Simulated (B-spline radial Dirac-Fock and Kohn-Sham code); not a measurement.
## Photoionisation of magnesium ions at Cu Kα (8047.8 eV)

Model: independent-particle photoionisation in a Dirac-Hartree-Slater potential with a Latter tail, all multipoles, thresholds from Dirac-Fock ΔSCF. Program: a radial finite-basis atomic code. Cross sections in kb; a dash marks an empty subshell or a threshold above the photon energy.

| ion | configuration | total | 1s | 2s | 2p1/2 | 2p3/2 | 3s |
| --- | --- | --- | --- | --- | --- | --- | --- |
| Mg | [Ne] 3s2 | 1.593 | 1.49 | 0.0890 | 0.00345 | 0.00667 | 0.00502 |
| Mg⁵⁺ | [He] 2s2 2p3 | 1.613 | 1.50 | 0.109 | 0.00238 | 0.00461 | – |
| Mg⁶⁺ | [He] 2s2 2p2 | 1.622 | 1.50 | 0.118 | 0.00174 | 0.00338 | – |
| Mg¹⁰⁺ | 1s2 | 1.566 | 1.57 | – | – | – | – |

Values without a named source are computed, but for edge energies of neutral atoms, which are taken from tables.
